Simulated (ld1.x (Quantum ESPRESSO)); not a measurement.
# Configuration tests for Cr (ultrasoft)

- Element: Cr
- Generator: ld1.x (Quantum ESPRESSO) 7.5
- Type: ultrasoft
- Functional: LDA (PZ)
- Relativity: fully relativistic
- Frozen core: [Ne]
- Valence charge: 14
- Reference configuration: 3s2 3p6 3d5 4s1 4p0
- Partial waves: 3s (bound): rcut 1.20, rcutus 1.25 bohr; 4s (bound): rcut 1.20, rcutus 1.25 bohr; 3p (bound): rcut 1.35, rcutus 1.55 bohr; 4p (bound, empty): rcut 1.35, rcutus 1.55 bohr; 3d (bound): rcut 1.55, rcutus 1.95 bohr; 3d channel at 4 Ry: rcut 1.55, rcutus 1.95 bohr
- Local potential: all-electron potential smoothed inside 1.75 bohr (lloc = -2)
- Core correction: a·sin(br)/r model core, default radius (core density twice the valence density)
- Augmentation charge: PSQ, inside the norm-conserving radii

Open shells are filled in proportion to 2j + 1 (rel_dist='average').

Energies are relative to the spin-unpolarised reference configuration 3s2 3p6 3d5 4s1 4p0; without spin polarisation the order of configurations can differ from experiment. Not all tests gave a result: 2 of 7 tests not solved or not reliable. Left out of the table: 3s2 3p6 3d4 4s0 4p0 (solver errors, printed error -1651 eV); 3s2 3p6 3d3 4s0 4p0 (solver errors, printed error -1459 eV).

| valence configuration | charge | ΔE all-electron (eV) | error AE − PS (meV) |
| --- | --- | --- | --- |
| 3s2 3p6 3d5 4s0 4p0 | +1 | 7.141 | -6.7 |
| 3s2 3p6 3d4 4s2 4p0 | 0 | -0.058 | -7.8 |
| 3s2 3p6 3d6 4s0 4p0 | 0 | 1.724 | -4.1 |
| 3s2 3p6 3d4 4s1 4p1 | 0 | 3.612 | -4.6 |

(1) What are ΔE and the potential's error for 3s2 3p6 3d2 4s0 4p0?

Levels in the configuration 3s2 3p6 3d4 4s1 4p1:

```csv
level,all-electron (eV),pseudo (eV)
3s j=1/2,-79.019,-79.054
3p j=1/2,-51.373,-51.384
3p j=3/2,-50.329,-50.335
3d j=3/2,-7.718,-7.727
3d j=5/2,-7.626,-7.635
4s j=1/2,-6.000,-5.998
4p j=1/2,-2.255,-2.254
4p j=3/2,-2.211,-2.211
```

Answers

(1) ΔE = 103.137 eV all-electron; the error (AE − PS) is +258 meV.
